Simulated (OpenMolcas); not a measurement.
**Levels of I2+ by method**

| Property | Result |
| --- | --- |
| Program | OpenMolcas |
| Basis | ANO-RCC-VQZP [8s7p5d3f2g] |
| Scalar Hamiltonian | DKH2, point nucleus |
| Active space | 3 electrons in 3 orbitals (5p) |
| State averaging | 2S+1 = 4 odd, 1 root; 2S+1 = 2 odd, 8 roots |
| Spin-orbit coupling | state interaction with AMFI integrals over the reference wave functions, term energies averaged over their components |

Methods on the same reference wave functions:
A. CASSCF
B. SS-CASPT2, IPEA 0.25 Eh, imaginary shift 0.1 Eh (closed shells correlated: 4d 5s)

Energies in eV above 5s² 5p³ ⁴S°_3/2.

```
          Level       A       B
5s² 5p³ ⁴S°_3/2  0.0000  0.0000
5s² 5p³ ²D°_3/2  1.9865   1.526
5s² 5p³ ²D°_5/2  2.3134   1.864
5s² 5p³ ²P°_1/2  3.7407   3.105
5s² 5p³ ²P°_3/2  4.2221   3.637
```

From A to B the spin-free energies of the other terms of 5s² 5p³ shown, above ⁴S°, scale by factors of 0.77 to 0.81.

The lowest spin-free term lies below A's lowest term by 0.570 hartree in B.

CASPT2 does not keep the components of a term degenerate, so their means are used; among the terms shown or strongly mixed into the levels shown the widest spread is 100 cm-1 (5s² 5p³ ²D°, B). With the s shell closed, the reference lacks s² → p² mixing. Only configurations of the active space appear.

° marks odd parity.
